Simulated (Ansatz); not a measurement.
The cluster Ge2O⁺. The state is a doublet with charge 1. Geometry PBE0-D4/def2-TZVP, basis def2-TZVP, Ansatz.

```xyz
3

Ge    0.378   -1.332    0.354
Ge   -0.883    1.111    0.171
O     0.505    0.221   -0.525
```

| run | HOMO (eV) | LUMO (eV) |
| --- | --- | --- |
| A | -11.39 | -8.66 |
| B | -10.51 | -9.54 |
| C | -11.63 | -8.47 |
| D | -10.85 | -9.28 |

Another isomer (doublet) lies 0.05 eV lower at PBE0-D4/def2-TZVP; other spin states weren't run for this one.

HOMO and LUMO are taken over both spins.

The runs used PBE, PBE0, r2SCAN, r2SCAN0. Estimate which is which.

A PBE0 (25 % exact exchange); B PBE (0 % exact exchange); C r2SCAN0 (25 % exact exchange); D r2SCAN (0 % exact exchange). Exact exchange lowers occupied and raises empty levels; among semilocal functionals meta-GGAs tend to open the gap a little, and such runs are hard to tell apart. The gap grows from 0.96 eV (PBE) to 3.16 eV (r2SCAN0).
